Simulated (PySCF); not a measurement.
Job file and geometry (Å, from GFN2-xTB) of an NMR shielding run on SMILES BN(CC)CC, C4H12BN, GIAO PBE0/pcSseg-1 NMR shielding, non-relativistic, gas phase (PySCF 2.14.0, density-fitted response routines); density fitting, a coarse starting grid and PySCF grid level 2 are the driver's defaults:

```
$ OMP_NUM_THREADS=1 python probes_run.py task.json out

{"job": {"kind": "nmr", "xc": "PBE0", "basis": "pcSseg-1"}, "charge": 0, "multiplicity": 1}
B      0.220190     1.913104    -0.525953
N     -0.063285     0.778718     0.207609
C      0.977480     0.006066     0.869508
C      1.824380    -0.814157    -0.103390
C     -1.403886     0.246339     0.350309
C     -1.652165    -1.006217    -0.491556
H     -0.651433     2.488836    -1.057458
H      1.327156     2.292869    -0.590652
H      0.519190    -0.660471     1.606883
H      1.637464     0.695631     1.405091
H      1.222856    -1.556911    -0.620413
H      2.618965    -1.323882     0.437199
H      2.269817    -0.156889    -0.845164
H     -2.105966     1.023020     0.042370
H     -1.594152     0.017501     1.407255
H     -1.054510    -1.843153    -0.138542
H     -2.701210    -1.287473    -0.434523
H     -1.399649    -0.806614    -1.530230
```

Task: What does the program print?

Result: 
```
coarse grid: 13936 points
cycle   1  E = -238.8674374644  dE =  4.026e-01  |g| = 3.797e-01  |ddm| = 3.422e+00
cycle   2  E = -238.8724092821  dE = -4.972e-03  |g| = 3.708e-01  |ddm| = 6.795e-01
cycle   3  E = -238.9078710420  dE = -3.546e-02  |g| = 4.955e-02  |ddm| = 3.382e-01
cycle   4  E = -238.9082842098  dE = -4.132e-04  |g| = 2.770e-02  |ddm| = 5.388e-02
cycle   5  E = -238.9084459197  dE = -1.617e-04  |g| = 7.447e-03  |ddm| = 2.167e-02
cycle   6  E = -238.9084576566  dE = -1.174e-05  |g| = 1.307e-03  |ddm| = 6.719e-03
cycle   7  E = -238.9084580906  dE = -4.340e-07  |g| = 2.612e-04  |ddm| = 1.551e-03
final grid: 131496 points
cycle   8  E = -238.9428728565  dE = -4.311e-05  |g| = 8.463e-03  |ddm| = 2.730e-02
cycle   9  E = -238.9428643568  dE =  8.500e-06  |g| = 1.038e-02  |ddm| = 1.585e-02
cycle  10  E = -238.9428911827  dE = -2.683e-05  |g| = 1.612e-03  |ddm| = 8.942e-03
cycle  11  E = -238.9428917567  dE = -5.741e-07  |g| = 2.722e-04  |ddm| = 1.138e-03
cycle  12  E = -238.9428917709  dE = -1.412e-08  |g| = 7.161e-05  |ddm| = 2.369e-04
cycle  13  E = -238.9428917722  dE = -1.327e-09  |g| = 1.422e-05  |ddm| = 8.857e-05
cycle  14  E = -238.9428917722  dE = -4.667e-11  |g| = 2.734e-06  |ddm| = 1.830e-05
converged SCF energy = -238.9428917722

GIAO shielding tensors (ppm)
atom      isotropic    diamagn.    paramagn.     s11        s22        s33       span
  0 B       62.907     199.519    -136.612     27.180     48.727    112.815     85.635
  1 N       91.576     325.665    -234.089    -53.831    119.358    209.200    263.031
  2 C      133.420     245.952    -112.532    108.130    121.300    170.831     62.701
  3 C      161.756     248.643     -86.887    142.364    156.751    186.154     43.790
  4 C      127.940     244.719    -116.779    100.975    114.203    168.642     67.668
  5 C      164.938     249.160     -84.221    144.406    167.261    183.148     38.742
  6 H       26.903      32.421      -5.517     24.301     26.758     29.652      5.351
  7 H       26.948      32.484      -5.536     24.129     26.603     30.112      5.983
  8 H       29.017      31.829      -2.812     25.345     29.325     32.380      7.036
  9 H       27.938      30.659      -2.722     23.363     27.340     33.110      9.747
 10 H       30.314      31.628      -1.314     25.960     30.821     34.160      8.200
 11 H       30.565      29.192       1.373     26.629     27.289     37.778     11.150
 12 H       30.308      31.094      -0.786     26.822     28.819     35.283      8.461
 13 H       28.025      30.871      -2.845     23.402     27.809     32.866      9.465
 14 H       28.581      30.545      -1.964     24.418     28.192     33.133      8.715
 15 H       30.170      31.526      -1.357     26.380     30.113     34.016      7.637
 16 H       30.567      28.979       1.589     26.493     27.480     37.729     11.237
 17 H       30.671      31.230      -0.559     27.730     28.933     35.349      7.619
```

Size and cost of the density-fitted run: 162 basis functions, 46 s wall time on 1 thread of an AMD EPYC, shared host; peak memory 0.74 GiB.
